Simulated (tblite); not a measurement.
FGa, triplet, geometry from GFN2-xTB (such geometries of metal compounds can be far from the true shape) (the spin is typed, not shown lowest); GFN1-xTB in tblite.

Input for tblite:
```
$ tblite run mol.xyz --method gfn1 --charge 0 --spin 2 --json tblite.json --no-restart

# file mol.xyz
2

Ga    -0.00000000    -0.00000000    -0.43599882
F      0.00000000     0.00000000     1.50177370
```

The log (banner, timings and long lists left out):

```
xTB calculator
 | screened Coulomb repulsion
 | Coulomb electrostatics
 |  * isotropic Klopman-Ohno-Mataga-Nishimoto electrostatics
 |  * onsite third-order electrostatics
 | DFT-D3(BJ) dispersion correction

halogen bonding energy    0.0000000000000E+00 Eh
repulsion energy          7.3374791734659E-04 Eh
dispersion energy        -1.5740044053760E-04 Eh
number of electrons       1.0000000000000E+01 e
integral cutoff           4.0000000000000E+01 bohr

------------------------------------------------------------
  cycle        total energy    energy error   density error
------------------------------------------------------------
      1     -6.163443201121  -6.1640195E+00   5.7457916E-01
      2     -6.240902721103  -7.7459520E-02   1.3605433E-01
      3     -6.241280438082  -3.7771698E-04   1.3145188E-01
      4     -6.238375632214   2.9048059E-03   9.2072671E-02
      5     -6.242881942939  -4.5063107E-03   1.8763329E-02
      6     -6.243070638645  -1.8869571E-04   2.4792584E-03
      7     -6.243073507720  -2.8690749E-06   9.6808956E-04
      8     -6.243073954747  -4.4702766E-07   2.0821851E-04
      9     -6.243073978004  -2.3256518E-08   7.2150213E-06
------------------------------------------------------------

electronic energy        -6.2436503254807E+00 Eh
total energy             -6.2430739780039E+00 Eh

Post processing:
 | Mayer-Wiberg bond orders

[Info] JSON dump of results written to 'tblite.json'
```
